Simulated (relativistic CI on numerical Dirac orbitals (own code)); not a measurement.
**Cu²⁺: 3s photoemission**

Computed with this model: Dirac-Coulomb-Breit CI, orbitals from a KLI potential per configuration, model QED, multiplet model of photoemission in the sudden approximation, unscaled Slater integrals; configurations [Ar] 3d9 → [Ne] 3s 3p6 3d9; 300 K; Lorentzian 1.05 eV and Gaussian 0.6 eV FWHM. Energies are those of the free ion, without screening or charge transfer. The energies are binding energies and can lie tens of eV above those of solids. Without intra-shell correlation the exchange splitting of an s hole comes out too large, often by half or more. S is read from ⟨S²⟩ = S(S + 1).

free ion: ground-state S = 0.50, centroid 161.09 eV. Peaks (eV, height): 159.8 (100), 165.4 (33).

Strongest unbroadened transitions for free ion:

```
Energy (eV)  Relative strength
     159.68              100.0
     159.85               30.3
     165.41               41.1
```
